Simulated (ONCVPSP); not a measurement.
Varying the ONCV potential for Ce (Z = 58)

Base potential:

ONCVPSP 4.0.1 input, shortened (lines: element, Z, core and valence counts, functional; n l f; lmax; l rc ep ncon nbas qcut; lloc lpopt rc5 dvloc0; l nproj debl; icmod fcfact rcfact), PBE, scalar-relativistic:

```
  Ce 58.00    9    5        4      upf
    1    0    2.00
    2    0    2.00
    2    1    6.00
    3    0    2.00
    3    1    6.00
    3    2   10.00
    4    0    2.00
    4    1    6.00
    4    2   10.00
    4    3    1.00
    5    0    2.00
    5    1    6.00
    5    2    1.00
    6    0    2.00
    3
    0    2.80    0.00    4    9    3.70
    1    1.80    0.00    4    9    4.50
    2    2.80    0.00    4    7    4.10
    3    1.05    0.00    4    8   15.60
    4    5    0.70    6.00
    0    2    0.90
    1    1    1.70
    2    3    3.90
    3    2    3.90
    0    0.00    0.00
```

Cutoffs, loose and tight: the cutoffs (Ha) at which the residual kinetic energy of the hardest occupied pseudo-wave falls to 1 and 0.1 mHa per electron. They do not see the model core or the augmentation charge, which bear on the density cutoff. Test errors are all-electron minus pseudo excitation energies from the reference, over the configurations 4f1 5s2 5p6 5d1 6s1; 4f1 5s2 5p6 5d1 6s0; 4f1 5s2 5p6 5d0 6s0; 4f2 5s2 5p6 5d0 6s2. A dash means not determined; rows that change the core or the reference have their own tests. The largest error is taken over the tests solved by every variant that gives reliable tests at all: 4f1 5s2 5p6 5d0 6s0; 4f1 5s2 5p6 5d1 6s0; 4f1 5s2 5p6 5d1 6s1.

A true bound ghost makes a file unfit for plane-wave use even where its test errors are small: the radial tests pick states by their node count and pass the ghost by.

```tsv
change	outcome	cutoff, loose	cutoff, tight	bound ghosts	GHOST(+) flags above zero	largest test error (meV)
base	generated	103 Ha	114 Ha	s, p	s, d	-8.3
s: rc 1.98	generated	103 Ha	114 Ha	s, p	s, d	-6.1
s: rc 2.22	generated	103 Ha	114 Ha	s, p	s, d	-7.0
s: rc 2.44	generated	103 Ha	114 Ha	s, p	s, d	-7.6
s: rc 2.68	generated	103 Ha	114 Ha	s, p	s, d	-8.1
s: rc 2.84	generated	103 Ha	114 Ha	s, p	s, d	-8.3
s: rc 3.2	generated	103 Ha	114 Ha	s, p	s, d	-8.7
s: rc 3.42	generated	103 Ha	114 Ha	s, p	d	-9.2
s: rc 3.6	generated	103 Ha	114 Ha	s, p	s, d	-9.9
s: rc 3.82	generated	103 Ha	114 Ha	s, p	s, d	-11
s: rc 4.1	generated	103 Ha	114 Ha	s, p	s, d	-14
```

Reading the sweep of the s radius (base included, trends over the rows without a ghost): Bound ghosts are found at 1.98, 2.22, 2.44, 2.68, 2.8, 2.84, 3.2, 3.42, 3.6, 3.82, 4.1 bohr. Every judged row has one, so this setting neither creates nor removes them.
